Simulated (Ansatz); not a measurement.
Start from `C[Se][SiH](F)Cl` and change one atom or group to get `N#C[SiH](F)Cl`.

Ansatz, PBE0-D4/def2-TZVP geometries, multiplicity 1. Each molecule was computed in one conformer, which needn't be the lowest.

Scalar relativity is left out up to krypton.

```tsv
property	`C[Se][SiH](F)Cl`
LUMO energy (PBE0/def2-TZVPP) / eV	-0.69
HOMO–LUMO gap (PBE/def2-TZVPP) / eV	4.39
size of the dipole moment (ωB97M-V/def2-TZVPP) / D	2.38
HOMO–LUMO gap (ωB97M-V/def2-TZVPP) / eV	10.42
size of the dipole moment (PBE/def2-TZVPP) / D	2.34
ideal-gas entropy at 298 K and 1 bar (rigid rotor, harmonic PBE0-D4/def2-TZVP) / J/(mol·K)	380
```

Task: Give the same properties after the change, and the shifts. (Best estimate.)

Result: Computed: 
| property | `N#C[SiH](F)Cl` | shift |
| --- | --- | --- |
| LUMO energy (PBE0/def2-TZVPP) / eV | -1.48 | -0.79 |
| HOMO–LUMO gap (PBE/def2-TZVPP) / eV | 6.21 | 1.82 |
| size of the dipole moment (ωB97M-V/def2-TZVPP) / D | 2.67 | 0.29 |
| HOMO–LUMO gap (ωB97M-V/def2-TZVPP) / eV | 13.02 | 2.60 |
| size of the dipole moment (PBE/def2-TZVPP) / D | 2.59 | 0.25 |
| ideal-gas entropy at 298 K and 1 bar (rigid rotor, harmonic PBE0-D4/def2-TZVP) / J/(mol·K) | 327 | -53 |

With PBE0 the HOMO falls by 3.03 eV and the LUMO falls by 0.79 eV, so the gap widens by about 2.24 eV. PBE moves the HOMO by -2.70 eV and ωB97M-V by -3.16 eV. The zero-point energy changes by -78.4 kJ/mol with -9 modes. Dipoles are sizes alone; their direction can turn. Modes under 60 cm⁻¹, often nearly free rotors, make the harmonic entropy too high.

Spin–orbit coupling is left out; it splits and shifts lone-pair levels of the heavy atoms by tenths of an eV.
